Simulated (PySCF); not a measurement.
**Two-component Hartree-Fock for Ir⁺ (iridium, charge +1)**

Start: [Xe] 4f14 5d7 6p1; 5d3/2 filled at m_j = +1/2, +3/2; 5d5/2 filled at m_j = -3/2, -1/2, +1/2, +3/2, +5/2; 6p3/2 filled at m_j = +3/2. Calculated with PySCF 2.14 in x2c-TZVPall-2c: generalised Hartree-Fock with the X2C-1e Hamiltonian and a Gaussian nucleus; spin-orbit coupling (SO) screened by Boettger's factors. This is a chosen level, not necessarily the ground level.

| spinor shell | electrons | ε, screened SO (eV) | weight of nominal j (screened SO) | rms radius, screened SO (bohr) |
| --- | --- | --- | --- | --- |
| 1s1/2 | 2 | -76519.0 | 1.000 | 0.0197 |
| 2s1/2 | 2 | -13539.3 | 1.000 | 0.0795 |
| 2p1/2 | 2 | -12947.6 | 1.000 | 0.0675 |
| 2p3/2 | 4 | -11314.5 | 1.000 | 0.0752 |
| 3s1/2 | 2 | -3240.4 | 1.000 | 0.203 |
| 3p1/2 | 2 | -2976.0 | 1.000 | 0.195 |
| 3p3/2 | 4 | -2612.8 | 1.000 | 0.210 |
| 3d3/2 | 4 | -2176.3 | 1.000 | 0.185 |
| 3d5/2 | 6 | -2098.4 | 1.000 | 0.189 |
| 4s1/2 | 2 | -734.65 | 1.000 | 0.450 |
| 4p1/2 | 2 | -621.84 | 1.000 | 0.456 |
| 4p3/2 | 4 | -534.98 | 1.000 | 0.490 |
| 4d3/2 | 4 | -349.59 | 1.000 | 0.508 |
| 4d5/2 | 6 | -333.19 | 1.000 | 0.519 |
| 5s1/2 | 2 | -126.03 | 1.000 | 1.05 |
| 4f5/2 | 6 | -94.844 | 0.998 | 0.585 |
| 4f7/2 | 8 | -91.871 | 0.999 | 0.587 |
| 5p1/2 | 2 | -87.371 | 0.993 | 1.14 |
| 5d3/2 | 2 | -24.334 | 0.968 | 1.70 |
| 5d5/2 | 5 | -22.370 | 0.953 | 1.83 |
| 6p3/2 | 1 | -10.355 | 1.000 | 4.05 |

Problem. Where does 5p3/2 lie, and what is the 5p spin-orbit splitting (screened SO)?

Solution. At -74.277 eV, 13.093 eV above 5p1/2.

```
   quantity   screened SO
E (hartree)  -17838.39000
        M_J             6
       ⟨J²⟩        43.161
       ⟨L²⟩        39.044
       ⟨S²⟩         1.746
```

The determinant has a definite M_J but mixes levels of different J.

Each row is a mean over spinors that exchange with the open shell spreads, by up to 3.706 eV (5p1/2).

Breit and QED terms are absent; they matter most for the inner s and p1/2 levels.

Densities and radii are taken from the X2C orbitals without a picture-change correction, which distorts them close to the nucleus.
